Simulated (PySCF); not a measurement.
## Selenium: a sound run and one with changed settings

Sound run: Se²⁺ [Ar] 3d10 4s2 4p2, Se³⁺ [Ar] 3d10 4s2 4p1. All numbers are calculated (PySCF 2.14, the non-relativistic Hamiltonian (point nucleus), in def2-SVP (5s4p3d, 32 functions)). In the sound run the correlated levels freeze [Ar] 3d10. The sound run starts from symmetry-adapted Hartree-Fock orbitals and uses a fine grid where one is needed.

Changed run: basis STO-3G. This setting is unsound on purpose.

```json
{"species": "Se²⁺", "method": "UHF", "sound run (hartree)": "-2398.44768", "changed run (hartree)": "-2372.53530", "converged": "yes"}
{"species": "Se²⁺", "method": "LDA", "sound run (hartree)": "-2396.61008", "changed run (hartree)": "-2370.07955", "converged": "yes"}
{"species": "Se²⁺", "method": "TPSS", "sound run (hartree)": "-2399.98613", "changed run (hartree)": "-2373.66807", "converged": "yes"}
{"species": "Se²⁺", "method": "MP2", "sound run (hartree)": "-2398.49403", "changed run (hartree)": "-2372.54313", "converged": "yes"}
{"species": "Se²⁺", "method": "CCSD(T)", "sound run (hartree)": "-2398.51229", "changed run (hartree)": "-2372.54903", "converged": "yes"}
{"species": "Se³⁺", "method": "UHF", "sound run (hartree)": "-2397.31118", "changed run (hartree)": "-2371.38172", "converged": "yes"}
{"species": "Se³⁺", "method": "LDA", "sound run (hartree)": "-2395.44361", "changed run (hartree)": "-2368.90083", "converged": "yes"}
{"species": "Se³⁺", "method": "TPSS", "sound run (hartree)": "-2398.82451", "changed run (hartree)": "-2372.49021", "converged": "yes"}
{"species": "Se³⁺", "method": "MP2", "sound run (hartree)": "-2397.34768", "changed run (hartree)": "-2371.39782", "converged": "yes"}
{"species": "Se³⁺", "method": "CCSD(T)", "sound run (hartree)": "-2397.36469", "changed run (hartree)": "-2371.40899", "converged": "yes"}
```

Ionisation energy of Se²⁺:

```json
{"method": "UHF", "sound run (eV)": "30.926", "changed run (eV)": "31.390"}
{"method": "LDA", "sound run (eV)": "31.741", "changed run (eV)": "32.075"}
{"method": "TPSS", "sound run (eV)": "31.609", "changed run (eV)": "32.051"}
{"method": "MP2", "sound run (eV)": "31.194", "changed run (eV)": "31.166"}
{"method": "SCS-MP2", "sound run (eV)": "31.125", "changed run (eV)": "31.121"}
{"method": "CCSD", "sound run (eV)": "31.221", "changed run (eV)": "31.022"}
{"method": "CCSD(T)", "sound run (eV)": "31.228", "changed run (eV)": "31.022"}
```

A minimal basis cannot let orbitals breathe on ionisation and holds almost no correlation.

For comparison, NIST gives 31.697 ± 0.019 eV between the lowest levels.
